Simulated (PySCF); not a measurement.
This script is equivalent to a calculation on Sr⁺ (strontium, charge +1).

```python
from pyscf import gto, scf, dft, mp, cc
import basis_set_exchange as bse
mol = gto.M(atom="Sr 0 0 0", charge=1, spin=1, symmetry="D2h",
            basis=gto.basis.parse(bse.get_basis("x2c-TZVPall", elements=["Sr"], fmt="nwchem", header=False)),
            nucmod="G")
mf = scf.UHF(mol).sfx2c1e()
mf.irrep_nelec = {'Ag': (7, 6), 'B1g': (1, 1), 'B2g': (1, 1), 'B3g': (1, 1), 'B1u': (3, 3), 'B2u': (3, 3), 'B3u': (3, 3)}
mf.kernel()
```

(1) What total energy does it give?

(2) Which occupied shell lies highest, and where?

(3) What is ⟨S²⟩, and what would a pure spin state give?

Results:

(1) -3177.14513 hartree (calculated).

(2) 5s α, at -10.479 eV.

(3) 0.750, against 0.75.
